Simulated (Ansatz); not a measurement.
`FB(S)O[SiH3]` + H₂S → `FB(S)S` + `O[SiH3]`  (ligand exchange at a B–O bond)

Calculated with Ansatz (gas phase, PBE0-D4/def2-TZVP geometries, no zero-point term in ΔE). CBS: MP2 limit from def2 TZ/QZ plus the TZ coupled-cluster correction, frozen cores. This one scheme is used for every species. Functionals use def2-TZVPP. One conformer a species, not always the lowest.

`FB(S)O[SiH3]`:

Cartesian coordinates in Å:
```
F 1.442 1.743 1.077
B 0.921 0.726 0.399
S 2.013 -0.351 -0.578
O -0.406 0.530 0.460
Si -1.530 -0.518 -0.147
H 3.137 0.310 -0.260
H -2.187 -1.194 0.994
H -2.518 0.271 -0.918
H -0.872 -1.517 -1.027
```

H₂S:

```xyz
3

S    -0.103   -0.603    0.099
H    -0.836    0.391   -0.424
H     0.939    0.211    0.324
```

`FB(S)S`:

Z-matrix (Å, degrees):
```
B
S 1 1.805
S 1 1.805 2 119.0
F 1 1.328 2 120.5 3 180.0
H 2 1.343 1 94.6 3 -180.0
H 3 1.343 1 94.6 2 180.0
```

`O[SiH3]`:

Z-matrix (Å, degrees):
```
Si
O 1 1.648
H 1 1.489 2 111.7
H 1 1.489 2 111.7 3 120.9
H 1 1.481 2 105.9 3 -119.6
H 2 0.957 1 117.9 3 -60.5
```

| level | ΔE (kcal/mol) |
| --- | --- |
| BLYP-D4 | 16.5 |
| BLYP | 15.8 |

Task: What does CCSD(T)/CBS give? (Best estimate.)

Result: The calculation gave: +16.9 kcal/mol. The listed levels differ from it by -0.4, -1.1 kcal/mol.

Largest T1 diagnostic among the species: 0.013.

From r2SCAN to r2SCAN0 (25 % exact exchange), in def2-TZVPP and without D4, ΔE moves by +0.9 kcal/mol. At CCSD(T), def2-SVP lies +2.3 kcal/mol from the extrapolated value and def2-TZVPP +0.4 kcal/mol.
